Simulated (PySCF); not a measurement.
Job for PySCF: R-MP2/6-31G* on H2O2 (SMILES OO), a point of a torsion scan.

```python
from pyscf import gto, scf, dft, mp
from pyscf.data.elements import chemcore

mol = gto.M(
    atom='''
    O    -0.65852782    0.37196446    0.27011592
    O     0.65245759    0.37416489   -0.28226957
    H    -1.12938991   -0.37378509   -0.11990206
    H     0.70432366   -0.37071261   -0.89254399
    ''',
    basis='6-31g*',
    cart=True,
    charge=0, spin=0, verbose=3, max_memory=1800)
mf = scf.RHF(mol)
mf.conv_tol = 1e-8
mf.max_cycle = 100
mf.kernel()
if not mf.converged:
    mf = mf.newton().run(mf.mo_coeff, mf.mo_occ)
pt = mp.MP2(mf, frozen=chemcore(mol)).run()
```

Task: Give the final energy of this run.

Result: -151.1133 hartree.
